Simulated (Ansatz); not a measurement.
Ansatz (a program for electronic structure) input (B3LYP-D3(BJ)/def2-TZVP):

Ansatz 0.2 input:
```yaml
crystal:
  periodic: [false, false, false]
  atoms:
    - {symbol: H, position_ang: [-0.00644574, -0.10946203, -1.95909442]}
    - {symbol: Si, position_ang: [0.00777314, 0.04938620, -0.50151211]}
    - {symbol: N, position_ang: [-0.01415663, -0.08751590, 0.99751557]}
    - {symbol: H, position_ang: [-0.00328183, 0.03066650, 1.99765498]}
basis:
  gaussian:
    orbitals: def2-TZVP
hamiltonian:
  xc: b3lyp
  dispersion: d3bj
total_charge: 1
phonons: {temperatures: {t_min: 298.15, t_max: 298.15, t_step: 100}}
```

Output:

```
Functional definition: B3LYP
integrals: 0.01 GiB planned
504 factors; their error is unknown
mean field: 0.17 GiB planned
mean field evaluation 1: about -9365.0573 eV, gradient 1.1e2 eV
mean field evaluation 2: about -9238.1819 eV, gradient 1.8e2 eV
mean field evaluation 4: about -9390.8442 eV, gradient 9.8e0 eV
mean field evaluation 8: about -9391.0837 eV, gradient 5.1e-2 eV
mean field evaluation 16: about -9391.1087 eV, gradient 5.0e-5 eV
mean field -9391.10871092 eV, -345.1168796041 hartree, gradient 5.0e-5 eV, S^2 0.000000; 0 other end points of the search recorded, 0 dependent functions left out
the calculation of the forces begins
reference -9391.10889763 eV, -345.1168864655 hartree; 11, 11 occupied and 69, 69 virtual orbitals, 504 factors
these checks for a lower state are left out or cut short: stability, starts, cluster_reference, orbital_swaps, neighbouring_geometries, increment
integrals: 0.01 GiB planned
504 factors; their error is unknown
mean field: 0.17 GiB planned
mean field -9391.10870900 eV, -345.1168795337 hartree, gradient 1.1e-6 eV, S^2 0.000000; 0 other end points of the search recorded, 0 dependent functions left out
the calculation of the forces begins
reference -9391.10889571 eV, -345.1168863952 hartree; 11, 11 occupied and 69, 69 virtual orbitals, 504 factors
these checks for a lower state are left out or cut short: stability, starts, cluster_reference, orbital_swaps, neighbouring_geometries, increment
integrals: 0.01 GiB planned
504 factors; their error is unknown
mean field: 0.17 GiB planned
mean field -9391.10870866 eV, -345.1168795211 hartree, gradient 9.0e-7 eV, S^2 0.000000; 0 other end points of the search recorded, 0 dependent functions left out
the calculation of the forces begins
reference -9391.10889537 eV, -345.1168863825 hartree; 11, 11 occupied and 69, 69 virtual orbitals, 504 factors
these checks for a lower state are left out or cut short: stability, starts, cluster_reference, orbital_swaps, neighbouring_geometries, increment
integrals: 0.01 GiB planned
504 factors; their error is unknown
mean field: 0.17 GiB planned
mean field evaluation 32: about -9391.0837 eV, gradient 1.9e-1 eV
mean field -9391.10868959 eV, -345.1168788205 hartree, gradient 1.1e-6 eV, S^2 0.000000; 0 other end points of the search recorded, 0 dependent functions left out
the calculation of the forces begins
reference -9391.10887632 eV, -345.1168856824 hartree; 11, 11 occupied and 69, 69 virtual orbitals, 504 factors
these checks for a lower state are left out or cut short: stability, starts, cluster_reference, orbital_swaps, neighbouring_geometries, increment
integrals: 0.01 GiB planned
504 factors; their error is unknown
mean field: 0.17 GiB planned
mean field -9391.10867253 eV, -345.1168781934 hartree, gradient 1.3e-6 eV, S^2 0.000000; 0 other end points of the search recorded, 0 dependent functions left out
the calculation of the forces begins
reference -9391.10885923 eV, -345.1168850543 hartree; 11, 11 occupied and 69, 69 virtual orbitals, 504 factors
these checks for a lower state are left out or cut short: stability, starts, cluster_reference, orbital_swaps, neighbouring_geometries, increment
integrals: 0.01 GiB planned
504 factors; their error is unknown
mean field: 0.16 GiB planned
mean field -9391.10870783 eV, -345.1168794907 hartree, gradient 2.9e-6 eV, S^2 0.000000; 0 other end points of the search recorded, 0 dependent functions left out
the calculation of the forces begins
reference -9391.10889454 eV, -345.1168863523 hartree; 11, 11 occupied and 69, 69 virtual orbitals, 504 factors
these checks for a lower state are left out or cut short: stability, starts, cluster_reference, orbital_swaps, neighbouring_geometries, increment
integrals: 0.01 GiB planned
504 factors; their error is unknown
mean field: 0.17 GiB planned
mean field -9391.10870787 eV, -345.1168794920 hartree, gradient 2.9e-6 eV, S^2 0.000000; 0 other end points of the search recorded, 0 dependent functions left out
the calculation of the forces begins
reference -9391.10889457 eV, -345.1168863533 hartree; 11, 11 occupied and 69, 69 virtual orbitals, 504 factors
these checks for a lower state are left out or cut short: stability, starts, cluster_reference, orbital_swaps, neighbouring_geometries, increment
integrals: 0.01 GiB planned
504 factors; their error is unknown
mean field: 0.17 GiB planned
mean field evaluation 64: about -9391.1086 eV, gradient 2.3e-3 eV
mean field -9391.10858136 eV, -345.1168748428 hartree, gradient 2.9e-6 eV, S^2 0.000000; 0 other end points of the search recorded, 0 dependent functions left out
the calculation of the forces begins
reference -9391.10876808 eV, -345.1168817048 hartree; 11, 11 occupied and 69, 69 virtual orbitals, 504 factors
these checks for a lower state are left out or cut short: stability, starts, cluster_reference, orbital_swaps, neighbouring_geometries, increment
integrals: 0.01 GiB planned
504 factors; their error is unknown
mean field: 0.17 GiB planned
mean field -9391.10856288 eV, -345.1168741637 hartree, gradient 2.9e-6 eV, S^2 0.000000; 0 other end points of the search recorded, 0 dependent functions left out
the calculation of the forces begins
reference -9391.10874957 eV, -345.1168810246 hartree; 11, 11 occupied and 69, 69 virtual orbitals, 504 factors
these checks for a lower state are left out or cut short: stability, starts, cluster_reference, orbital_swaps, neighbouring_geometries, increment
integrals: 0.01 GiB planned
504 factors; their error is unknown
mean field: 0.17 GiB planned
mean field -9391.10870527 eV, -345.1168793966 hartree, gradient 2.9e-6 eV, S^2 0.000000; 0 other end points of the search recorded, 0 dependent functions left out
the calculation of the forces begins
reference -9391.10889196 eV, -345.1168862573 hartree; 11, 11 occupied and 69, 69 virtual orbitals, 504 factors
these checks for a lower state are left out or cut short: stability, starts, cluster_reference, orbital_swaps, neighbouring_geometries, increment
integrals: 0.01 GiB planned
504 factors; their error is unknown
mean field: 0.17 GiB planned
mean field -9391.10870633 eV, -345.1168794354 hartree, gradient 2.9e-6 eV, S^2 0.000000; 0 other end points of the search recorded, 0 dependent functions left out
the calculation of the forces begins
reference -9391.10889306 eV, -345.1168862976 hartree; 11, 11 occupied and 69, 69 virtual orbitals, 504 factors
these checks for a lower state are left out or cut short: stability, starts, cluster_reference, orbital_swaps, neighbouring_geometries, increment
integrals: 0.01 GiB planned
504 factors; their error is unknown
mean field: 0.17 GiB planned
mean field evaluation 96: about -9391.1085 eV, gradient 2.9e-6 eV
mean field -9391.10851778 eV, -345.1168725066 hartree, gradient 2.9e-6 eV, S^2 0.000000; 0 other end points of the search recorded, 0 dependent functions left out
the calculation of the forces begins
reference -9391.10870449 eV, -345.1168793679 hartree; 11, 11 occupied and 69, 69 virtual orbitals, 504 factors
these checks for a lower state are left out or cut short: stability, starts, cluster_reference, orbital_swaps, neighbouring_geometries, increment
integrals: 0.01 GiB planned
504 factors; their error is unknown
mean field: 0.17 GiB planned
mean field -9391.10853595 eV, -345.1168731743 hartree, gradient 2.9e-6 eV, S^2 0.000000; 0 other end points of the search recorded, 0 dependent functions left out
the calculation of the forces begins
reference -9391.10872267 eV, -345.1168800359 hartree; 11, 11 occupied and 69, 69 virtual orbitals, 504 factors
these checks for a lower state are left out or cut short: stability, starts, cluster_reference, orbital_swaps, neighbouring_geometries, increment
integrals: 0.01 GiB planned
504 factors; their error is unknown
mean field: 0.17 GiB planned
mean field -9391.10870652 eV, -345.1168794426 hartree, gradient 2.5e-6 eV, S^2 0.000000; 0 other end points of the search recorded, 0 dependent functions left out
the calculation of the forces begins
reference -9391.10889325 eV, -345.1168863046 hartree; 11, 11 occupied and 69, 69 virtual orbitals, 504 factors
these checks for a lower state are left out or cut short: stability, starts, cluster_reference, orbital_swaps, neighbouring_geometries, increment
integrals: 0.01 GiB planned
504 factors; their error is unknown
mean field: 0.17 GiB planned
mean field -9391.10870579 eV, -345.1168794156 hartree, gradient 2.9e-6 eV, S^2 0.000000; 0 other end points of the search recorded, 0 dependent functions left out
the calculation of the forces begins
reference -9391.10889248 eV, -345.1168862765 hartree; 11, 11 occupied and 69, 69 virtual orbitals, 504 factors
these checks for a lower state are left out or cut short: stability, starts, cluster_reference, orbital_swaps, neighbouring_geometries, increment
integrals: 0.01 GiB planned
504 factors; their error is unknown
mean field: 0.17 GiB planned
mean field -9391.10862979 eV, -345.1168766227 hartree, gradient 2.9e-6 eV, S^2 0.000000; 0 other end points of the search recorded, 0 dependent functions left out
the calculation of the forces begins
reference -9391.10881647 eV, -345.1168834833 hartree; 11, 11 occupied and 69, 69 virtual orbitals, 504 factors
these checks for a lower state are left out or cut short: stability, starts, cluster_reference, orbital_swaps, neighbouring_geometries, increment
integrals: 0.01 GiB planned
504 factors; their error is unknown
mean field: 0.17 GiB planned
mean field evaluation 128: about -9391.1086 eV, gradient 2.6e-5 eV
mean field -9391.10864721 eV, -345.1168772629 hartree, gradient 8.7e-7 eV, S^2 0.000000; 0 other end points of the search recorded, 0 dependent functions left out
the calculation of the forces begins
reference -9391.10883394 eV, -345.1168841252 hartree; 11, 11 occupied and 69, 69 virtual orbitals, 504 factors
WARN: phonons: modes at or below zero, which the zero-point energy, F, S and C_V leave out: 1, the lowest at -12.18 cm⁻¹ …
Total energy: -9391.20337119 eV, -345.1203583050 hartree
Atom 0 at    -0.006446    -0.109462    -1.959094 Å, force     0.000006     0.000042    -0.000214 eV/Å
Atom 1 at     0.007773     0.049386    -0.501512 Å, force     0.000000     0.000016     0.000398 eV/Å
Atom 2 at    -0.014157    -0.087516     0.997516 Å, force    -0.000030    -0.000247    -0.000050 eV/Å
Atom 3 at    -0.003282     0.030666     1.997655 Å, force     0.000024     0.000190    -0.000135 eV/Å
Dipole moment:     0.013909     0.097911    -0.566632 e Å
Vibrations: -12.18 127.23 612.37 615.61 1370.74 2305.18 3671.36 cm⁻¹, zero-point energy 0.539485 eV
```

It need not be the lowest isomer of its formula.
